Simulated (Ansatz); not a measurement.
Compare A (`Cc1ccc(O)cc1C`) with its isomer B (`Cc1cccc(O)c1C`).

Calculated with Ansatz (gas phase, PBE0-D4/def2-TZVP geometries, no zero-point term in ΔE). CCSD(T)/CBS is the MP2 limit (def2-TZVPP, def2-QZVPP) plus CCSD(T) − MP2 in def2-TZVPP, frozen cores. DFT in def2-TZVPP. Each species was taken in one conformer, which may not be the lowest.

Q: Which isomer does CCSD(T)/CBS put lower? Give the gap. (Best estimate.)

A: The calculation gave: A, by 1.3 kJ/mol. So small a gap doesn't settle the order.

Q: Give E(B) − E(A) in kJ/mol with CCSD/def2-TZVPP, ωB97M-V, r2SCAN-D4, HF/def2-TZVPP, CCSD(T)/def2-TZVPP, B2PLYP, PBE-D4. (Estimate.)

A: Ansatz gave: CCSD/def2-TZVPP 2.3, ωB97M-V 1.8, r2SCAN-D4 1.6, HF/def2-TZVPP 6.8, CCSD(T)/def2-TZVPP 1.5, B2PLYP 3.0, PBE-D4 1.5. None reverses the order clearly.

Largest T1 diagnostic: 0.011.

Leaving LDA and LC-ωPBE aside and taking each functional with its dispersion term where it has one, the values, not all of them listed here, spread over 1.6 kJ/mol, from PBE-D4 to BHLYP-D4. LDA lies −4.2 kJ/mol from PBE without D4. In def2-TZVPP, CCSD(T) changes the Hartree–Fock value by −5.4 kJ/mol (the triples alone add −0.9 kJ/mol) and MP2 by −5.5 kJ/mol.
